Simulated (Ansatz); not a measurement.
C2H7BSSi can be A, `[SiH3]CBC=S`, or B, `BSC(=C)[SiH3]`.

Calculated with Ansatz (gas phase, PBE0-D4/def2-TZVP geometries, no zero-point term in ΔE). CCSD(T)/CBS adds triple-zeta CCSD(T) − MP2 to the extrapolated MP2 energy (def2 sets, frozen cores). DFT in def2-TZVPP. B3LYP here is the variant with VWN-RPA as its local correlation; programs differ in this. Each species was taken in one conformer, which may not be the lowest.

A:

Z-matrix (Å, degrees):
```
Si
C 1 1.889
H 1 1.485 2 110.8
H 1 1.490 2 108.6 3 119.2
H 1 1.484 2 110.9 3 -121.8
B 2 1.550 1 110.5 3 49.6
H 2 1.094 1 106.5 3 174.5
H 2 1.095 1 104.8 3 -69.7
C 6 1.539 2 122.4 1 90.3
H 6 1.199 2 120.4 1 -85.7
S 9 1.620 6 105.4 2 -90.5
H 9 1.091 6 132.0 2 88.1
```

B:

Z-matrix (Å, degrees):
```
Si
C 1 1.873
H 1 1.484 2 111.3
H 1 1.486 2 105.9 3 -119.0
H 1 1.484 2 111.3 3 122.0
S 2 1.768 1 122.7 3 -61.2
C 2 1.334 1 120.3 3 118.9
B 6 1.753 2 107.8 1 0.2
H 7 1.085 2 120.9 1 -0.0
H 7 1.087 2 122.2 1 180.0
H 8 1.191 6 115.1 2 -180.0
H 8 1.191 6 122.5 2 0.0
```

(1) Which is lower in electronic energy at CCSD(T)/CBS, and by how much? (Best estimate.)

(2) Give E(B) − E(A) in kJ/mol with CCSD(T)/def2-TZVPP, PBE0-D4, B3LYP, r2SCAN-D4, CCSD/def2-TZVPP, PBE-D4, ωB97M-V. (Estimate.)

Largest T1 diagnostic: 0.017.

Results:

(1) Ansatz gave: B, by 38.3 kJ/mol.

(2) Ansatz gave: CCSD(T)/def2-TZVPP -36.9, PBE0-D4 -37.4, B3LYP -37.1, r2SCAN-D4 -34.9, CCSD/def2-TZVPP -37.7, PBE-D4 -34.5, ωB97M-V -36.2. None reverses the order clearly.

In def2-TZVPP, CCSD(T) changes the Hartree–Fock value by +8.5 kJ/mol (the triples alone add +0.8 kJ/mol) and MP2 by +6.7 kJ/mol. From PBE to PBE0 (25 % exact exchange), in def2-TZVPP and without D4, E(B) − E(A) moves by −3.3 kJ/mol.
